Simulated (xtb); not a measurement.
Sn(H)2(F)(NH2) (FH₄NSn), SMILES [NH2][SnH2][F]. All values are semi-empirical tight-binding results from xtb (GFN2-xTB unless named), good for trends rather than for accurate numbers. Coordinates come from a GFN2-xTB optimisation. The values are those of a single conformer.

Optimised geometry:

```xyz
7

Sn    -0.1478     0.2254     0.1540
N      1.7931    -0.1055    -0.1899
F     -0.9018    -1.2515    -0.8344
H     -0.6471     1.5788    -0.6751
H     -0.8357     0.0339     1.6856
H      1.9911    -1.0782    -0.3915
H      2.4437     0.1994     0.5203
```

For metal compounds this method's bond lengths and energies can be far off.

Computed properties:
```json
{
 "orbital_gap": "4.82 eV",
 "zero_point_energy": "23.0 kcal/mol",
 "G − E(el) at 298.15 K (modified RRHO)": "4.4 kcal/mol"
}
```

Computed atomic charges and the Wiberg bond orders between heavy atoms:
charges (e) Sn1 0.31, N2 -0.36, F3 -0.33, H4 0.03, H5 0.02, H6 0.18, H7 0.16. Bond orders Sn1–N2 0.96, Sn1–F3 0.89.
